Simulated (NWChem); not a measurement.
**Atomisation of C2H6BO2**

SMILES: CO[B]OC
```xyz
11

C      1.9706     0.5351     0.3329
O      1.3240    -0.6339    -0.1852
B     -0.0148    -0.7377    -0.3028
O     -0.8815     0.2479     0.0501
C     -2.2900     0.1247    -0.0794
H      1.2364     1.3150     0.6201
H      2.5728     0.2510     1.2201
H      2.6560     0.9409    -0.4390
H     -2.7643     0.2469     0.9168
H     -2.6706     0.9261    -0.7464
H     -2.5805    -0.8618    -0.4986
```
Charge 0, spin multiplicity 2.

The numbers come from NWChem runs, not from measurements. All single points use one geometry, from UPBE/def2-SVP, a minimum by its harmonic frequencies. It is one conformer; others weren't searched.

Basis set: def2-TZVP. The atomisation energy is electronic alone: no zero-point, thermal, spin-orbit or counterpoise terms. No value is extrapolated to the basis-set limit. Free atoms are single determinants with multiplicities C 3, O 3, B 2, H 2.

B3LYP has NWChem's definition, with VWN1-RPA local correlation. The structure started from a generated list of species. No SCF solution was tested for a lower state. Open-shell Hartree-Fock references start from PBE0 orbitals.

Order these methods by the atomisation energy they give, lowest first: HF, B3LYP, PBE0, BHandHLYP.

HF (761.1 kcal/mol), BHandHLYP (999.2 kcal/mol), B3LYP (1032.8 kcal/mol), PBE0 (1038.3 kcal/mol)
